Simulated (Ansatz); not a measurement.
Isolated molecules relaxed with PBE0-D4/def2-TZVP in Ansatz; ΔE leaves out vibrations. CCSD(T)/CBS adds triple-zeta CCSD(T) − MP2 to the extrapolated MP2 energy (def2 sets, frozen cores). DFT in def2-TZVPP. One conformer a species, not always the lowest.

Consider the cleavage of the Si–Si bond: `O[SiH](O)[SiH2]F` + `B[SiH2]N` → `B[SiH2]N[SiH2]F` + `O[SiH2]O`.

```tsv
level	ΔE (kcal/mol)	difference from CCSD(T)/CBS
LDA (SPW92)	-24.1	-0.4
BLYP-D4	-20.8	2.9
r2SCANh-D4	-23.3	0.4
r2SCAN0-D4	-23.7	0.0
ωB97M-V	-25.1	-1.4
BLYP	-18.6	5.1
CAM-B3LYP	-22.9	0.8
SCS-MP2/def2-TZVPP	-25.4	-1.7
CCSD/def2-TZVPP	-23.7	0.0
MP2/def2-QZVPP	-26.2	-2.5
CCSD(T)/CBS	-23.7	0
```

Question: What do rigid-rotor, harmonic-oscillator terms from PBE0-D4/def2-TZVP frequencies (298.15 K, 1 bar) make of the CCSD(T)/CBS value? (Estimate.)

Answer: Ansatz gave: ΔZPE = +0.3 kcal/mol, ΔH = -24.3 kcal/mol, ΔS = -37 J/(mol·K), ΔG = -21.7 kcal/mol. Modes under 50 cm⁻¹ make the entropy rough.

Largest T1 diagnostic among the species: 0.012.

In def2-TZVPP, CCSD(T) changes the Hartree–Fock value by −2.6 kcal/mol (the triples alone add −0.6 kcal/mol) and MP2 by −4.8 kcal/mol. From BLYP to BHLYP (50 % exact exchange), in def2-TZVPP and without D4, ΔE moves by −4.1 kcal/mol.

CCSD(T)/CBS has its own doubt, a few kJ/mol and more with outer-core shells, so smaller differences from it don't rank the levels.
